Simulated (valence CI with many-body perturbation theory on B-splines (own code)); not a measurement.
Level structure of Sr XXIV

Computed by relativistic CI+MBPT: five valence electrons over a frozen Dirac-Fock core [Ne], a basis of 11 s, 11 p, 10 d, 8 f, 5 g, 2 h functions for each j, with the one-electron correlation potential Σ1 (screened to all orders), the two-electron term Σ2, the three-electron term Σ3, Breit, model QED; selected single and double excitations, second order for the rest, scaled by the run's own slope (own B-spline code, finite nucleus).

No measured spectrum was set against this ion. As an estimate, levels of excited configurations hold to 0.05 to 0.15 % of their energy, terms of the ground configuration to about 0.5 %. Among the levels kept, up to 3500 cm⁻¹ of a level comes from second order outside the variational space, and about a tenth of that is noise between levels of different J, which matters for small intervals.

Levels 1 to 45 of 170, with energies above the lowest level, 3s2 3p3 4S°_3/2. "Leading %" is the weight of the configuration and term that name the level; weights of strongly mixed levels are sums over their largest components and can fall short, so below about 35 % the name and the second component can differ from the true leading terms, or belong to a minority configuration.

| No. | Configuration | Term | J | E (cm⁻¹) | Leading % | g | Second component |
| --- | --- | --- | --- | --- | --- | --- | --- |
| 1 | 3s2 3p3 | 4S° | 3/2 | 0 | 59 | 1.669 | 26 % 3s2 3p3 2P° |
| 2 | 3s2 3p3 | 2D° | 3/2 | 97294 | 59 | 1.215 | 30 % 3s2 3p3 4S° |
| 3 | 3s2 3p3 | 2D° | 5/2 | 131650 | 98 | 1.198 |  |
| 4 | 3s2 3p3 | 2P° | 1/2 | 181490 | 97 | 0.662 |  |
| 5 | 3s2 3p3 | 2P° | 3/2 | 269350 | 62 | 1.245 | 26 % 3s2 3p3 2D° |
| 6 | 3s 3p4 | 4P | 5/2 | 576170 | 80 | 1.557 | 8 % 3s 3p4 2D |
| 7 | 3s 3p4 | 4P | 3/2 | 640020 | 69 | 1.573 | 10 % 3s 3p4 2D |
| 8 | 3s 3p4 | 4P | 1/2 | 654070 | 71 | 2.542 | 16 % 3s 3p4 2S |
| 9 | 3s 3p4 | 2D | 3/2 | 717060 | 39 | 1.037 | 18 % 3s 3p4 4P |
| 10 | 3s 3p4 | 2D | 5/2 | 753290 | 65 | 1.233 | 20 % 3s2 3p2 3d 2D |
| 11 | 3s2 3p2 3d | 4F | 3/2 | 781810 | 48 | 0.687 | 18 % 3s 3p4 2D |
| 12 | 3s2 3p2 3d | 2P | 3/2 | 810050 | 35 | 1.078 | 24 % 3s 3p4 2P |
| 13 | 3s2 3p2 3d | 4F | 5/2 | 811460 | 52 | 1.139 | 26 % 3s2 3p2 3d 4D |
| 14 | 3s 3p4 | 2P | 1/2 | 815200 | 26 | 1.100 | 25 % 3s2 3p2 3d 2P |
| 15 | 3s2 3p2 3d | 2F | 5/2 | 851510 | 65 | 0.939 | 25 % 3s2 3p2 3d 4F |
| 16 | 3s2 3p2 3d | 4F | 7/2 | 867060 | 82 | 1.223 | 7 % 3s2 3p2 3d 4D |
| 17 | 3s2 3p2 3d | 4D | 1/2 | 873340 | 70 | 0.530 | 15 % 3s 3p4 2S |
| 18 | 3s2 3p2 3d | 2F | 7/2 | 879440 | 50 | 1.246 | 42 % 3s2 3p2 3d 4D |
| 19 | 3s2 3p2 3d | 4D | 3/2 | 890380 | 68 | 1.119 | 11 % 3s2 3p2 3d 4F |
| 20 | 3s2 3p2 3d | 4F | 9/2 | 903560 | 73 | 1.273 | 26 % 3s2 3p2 3d 2G |
| 21 | 3s2 3p2 3d | 4D | 5/2 | 916820 | 46 | 1.204 | 25 % 3s2 3p2 3d 2F |
| 22 | 3s2 3p2 3d | 2P | 1/2 | 935250 | 30 | 1.154 | 28 % 3s 3p4 2S |
| 23 | 3s2 3p2 3d | 2G | 7/2 | 970380 | 54 | 1.078 | 22 % 3s2 3p2 3d 4D |
| 24 | 3s 3p4 | 2P | 3/2 | 977110 | 41 | 1.191 | 20 % 3s2 3p2 3d 2P |
| 25 | 3s2 3p2 3d | 4P | 5/2 | 986920 | 62 | 1.488 | 11 % 3s2 3p2 3d 4D |
| 26 | 3s2 3p2 3d | 4P | 3/2 | 1002500 | 50 | 1.523 | 27 % 3s2 3p2 3d 2P |
| 27 | 3s2 3p2 3d | 2F | 7/2 | 1008300 | 45 | 1.155 | 27 % 3s2 3p2 3d 4D |
| 28 | 3s2 3p2 3d | 4P | 1/2 | 1008400 | 53 | 2.177 | 17 % 3s2 3p2 3d 2S |
| 29 | 3s2 3p2 3d | 2D | 3/2 | 1031200 | 70 | 0.954 | 12 % 3s2 3p2 3d 4P |
| 30 | 3s2 3p2 3d | 2G | 9/2 | 1032500 | 72 | 1.167 | 25 % 3s2 3p2 3d 4F |
| 31 | 3s2 3p2 3d | 2D | 5/2 | 1061500 | 64 | 1.102 | 28 % 3s2 3p2 3d 2F |
| 32 | 3s 3p4 | 2P | 1/2 | 1072600 | 36 | 1.084 | 34 % 3s2 3p2 3d 2P |
| 33 | 3s2 3p2 3d | 2P | 1/2 | 1094800 | 74 | 0.931 | 14 % 3s2 3p2 3d 2S |
| 34 | 3s2 3p2 3d | 2D | 3/2 | 1101200 | 54 | 0.999 | 14 % 3s 3p4 2D |
| 35 | 3s2 3p2 3d | 2D | 5/2 | 1105000 | 41 | 1.129 | 34 % 3s2 3p2 3d 2F |
| 36 | 3s2 3p2 3d | 2D | 5/2 | 1132800 | 86 | 1.200 | 7 % 3s2 3p2 3d 4D |
| 37 | 3s2 3p2 3d | 2F | 7/2 | 1141600 | 90 | 1.128 | 6 % 3s2 3p2 3d 2G |
| 38 | 3s2 3p2 3d | 2P | 3/2 | 1164300 | 63 | 1.209 | 17 % 3s2 3p2 3d 2D |
| 39 | 3s2 3p2 3d | 2S | 1/2 | 1180400 | 46 | 1.802 | 15 % 3s 3p4 2S |
| 40 | 3s2 3p2 3d | 2D | 3/2 | 1210600 | 85 | 0.870 | 6 % 3s2 3p2 3d 2P |
| 41 | 3s2 3p2 3d | 2D | 5/2 | 1219400 | 59 | 1.102 | 32 % 3s2 3p2 3d 2F |
| 42 | 3s 3p3 3d | 6D° | 1/2 | 1275800 | 89 | 3.228 | 8 % 3s 3p3 3d 4P° |
| 43 | 3s 3p3 3d | 6D° | 3/2 | 1277400 | 86 | 1.793 | 5 % 3s 3p3 3d 4P° |
| 44 | 3s 3p3 3d | 6D° | 5/2 | 1279000 | 82 | 1.588 | 8 % 3s 3p3 3d 4D° |
| 45 | 3s 3p3 3d | 6D° | 7/2 | 1282900 | 80 | 1.535 | 8 % 3s 3p3 3d 4D° |

Names give the largest LS component (configuration and term), which can be under half, so a name can repeat, a term be missing and a line seem to break the LS rules; names also repeat where a configuration has a term twice.

The ionisation energy to 3s2 3p2 3P_0 of the next ion comes out as 1095.6 eV (NIST: 1105 ± 4 eV (semi-empirical), further off than twice its uncertainty). All 170 levels together are meant to be complete up to 2120200 cm⁻¹.
